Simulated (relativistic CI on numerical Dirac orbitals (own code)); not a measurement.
## Hyperfine structure of Hf19+, mass number 177

Calculated at this level of theory: Dirac-Coulomb-Breit CI, orbitals from a KLI potential per configuration, QED by a radiative potential, unscaled Slater integrals (own radial code, finite nucleus).

CI space (outside the closed core [Ar] 3d10 4p6 4d10): 4s2 4f7, 4s2 4f6 5s, 4s2 4f5 5s2, 4s2 4f6 6s, 4f9. Levels of other configurations are missing.

Nuclear spin I = 7/2, μ = 0.791 μN, Q = 3.37 b (tables of Stone and Pyykkö). The electronic factors are computed for point nuclear moments, without core polarisation or the Bohr-Weisskopf and QED corrections.

```csv
Level,E (cm⁻¹),A (MHz),B (MHz)
4s2 4f7 6P°_5/2,65956.0,177,3080
4s2 4f7 6P°_3/2,68898.1,-201.8,-1470
4s2 4f7 6I°_7/2,70184.3,593.1,1750
4s2 4f7 6I°_9/2,72401.2,479,2150
4s2 4f7 6I°_17/2,72556.9,385.8,-15.4
4s2 4f7 6I°_11/2,74104.8,421,1930
4s2 4f7 6I°_15/2,74729.8,379.9,1270
4s2 4f7 6I°_13/2,74922.0,391.5,1650
```

Levels with J = 0, under 50 % of one LS term, or S terms without an open s electron are left out. Small factors come from cancelling terms and can be off by tens of per cent or more.

At this charge energies of transitions that change n are usually good to better than 1 %, and those within a shell (Δn = 0) to a few per cent. Terms inside the open d or f shell come out 10 to 20 % too wide with unscaled integrals.

(1) Give the hyperfine levels of 4s2 4f7 6P°_3/2 relative to its centre of gravity.

Results:

(1) With K = F(F + 1) − I(I + 1) − J(J + 1), E = AK/2 + B[¾K(K + 1) − I(I + 1)J(J + 1)]/[2I(2I − 1)J(2J − 1)]: F = 2: 576.8, F = 3: 1019, F = 4: 630.4, F = 5: -1426 MHz.

LS names give the leading component of a level, which can be under half, so a name can repeat, a term be missing and a line seem to break the LS rules.
